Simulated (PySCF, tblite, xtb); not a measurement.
Bond stretch in Cl₂ (anion, charge -1), doublet. Each curve is given relative to its own lowest point near equilibrium.

```
R / Å     A     B     C     D
-----  ----  ----  ----  ----
2.09   23.1  29.9  30.6  50.8
2.25    8.1  11.2  13.2  22.1
2.37    2.6   3.9   6.0  10.2
2.51    0.2   0.3   1.7   2.9
2.55    0.0   0.0   1.0   1.8
2.64    0.2   0.1   0.2   0.3
2.71    0.7   0.6   0.0   0.0
2.78    1.3   1.5   0.1   0.2
2.94    3.0   3.7   1.1   1.9
3.05    4.1   5.1   2.1   3.7
3.29    5.8   7.7   4.5   9.9
3.59    6.5   9.2   7.1  18.1
3.95    5.9   9.2   9.2  23.1
4.34    4.8   8.2  10.3  25.6
4.72    3.7   7.0  10.8  26.8
5.31    2.2   5.5  10.7  27.6
5.75    1.3   4.5  10.3  27.9
6.46   -0.1   3.1   9.5  28.1
7.19   -1.2   1.9   8.7  28.3
7.95   -2.2   0.9   7.9  28.5
```

Energies in kcal/mol.

Task: Match the curves with the methods GFN1-xTB in xtb; tblite with GFN2-xTB, 300 K electronic temperature; PySCF with unrestricted B3LYP/def2-TZVP; unrestricted MP2 (frozen core)/3-21G run with PySCF.

Result: A is GFN2-xTB; B is GFN1-xTB; C is UKS-B3LYP; D is UMP2/3-21G.

Where the anion isn't bound against loss of the electron, the finite basis alone holds it. At the longest distance UKS-B3LYP leaves fractional charges on the fragments, a sign of delocalisation error or of the restricted form.
